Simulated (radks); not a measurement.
Results of a calculation; reference values are marked as such.
Question: Ionisation of Bi2+, [Hg] 6p1, to Bi3+, [Hg], under several functionals. Dirac Kohn-Sham, spin-unpolarised, spherical densities, point nucleus; open shells are shared between the two j in proportion to 2j + 1; a radial shooting solver on a logarithmic mesh with Libxc functionals. Known Delta-SCF values: LDA (Slater exchange, Perdew-Wang correlation) 23.929 eV. What does BP86 give, and what is its highest occupied eigenvalue?

Answer: 23.703 eV by Delta-SCF; the 6p3/2 eigenvalue is -18.645 eV. NIST: 25.571 eV (measured).

Beside tabulated values, note that spin-unpolarised runs miss the spin-polarisation part of the exchange energy of open shells.
